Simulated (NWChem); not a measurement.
Species: Si$_{2}$NH$_{6}$F; SMILES N[SiH2][SiH2]F

```xyz
10

Si    -0.4742     1.1843    -0.2684
F      0.9292     1.8387     0.3104
Si    -0.4712    -1.1105     0.3004
N      0.9075    -2.0153    -0.3010
H     -0.4754     1.3784    -1.7655
H     -1.6258     1.9711     0.3069
H     -1.7266    -1.7316    -0.2586
H     -0.4735    -1.2322     1.8015
H      1.0036    -2.0904    -1.3186
H      1.8179    -1.7683     0.1000
```
Atoms are numbered in this order, from 1.

Results from NWChem. Medium grid unless said otherwise, to which SCAN and Minnesota functionals are sensitive. Coordinates come from a PBE-D3(BJ)/def2-SVP optimisation. Hybrids' shares of exact exchange are those that their runs print; pure functionals count as 0. The functionals differ in more than this share.

| row | share of exact exchange | orbital gap (eV) |
|---|---|---|
| PBE/def2-SVP | 0.00 | 4.51 |
| M06-L/def2-SVP | 0.00 | 5.19 |
| B3LYP/def2-SVP | 0.20 | 6.30 |
| B3PW91/def2-SVP | 0.20 | 6.34 |
| PBE0/def2-SVP | 0.25 | withheld |
| MPW1K/def2-SVP | 0.43 | 8.30 |

Question: Fit a straight line of the last column on the one before it, predict the withheld value, and compare with the run.

Answer: 
1. Means of the 5 shown rows: x = 0.166, y = 6.128. Slope Σ(x − x̄)(y − ȳ)/Σ(x − x̄)² = 1.011/0.1271 = 7.951; intercept 4.808.
2. The shown rows scatter about the line by 0.225 (root mean square); the largest residual is +0.38, at M06-L/def2-SVP.
3. At x = 0.25 (PBE0/def2-SVP; inside the shown range) the line gives 6.80.
4. The run gives 6.69, -0.11 from the line, 0.5 times the scatter.
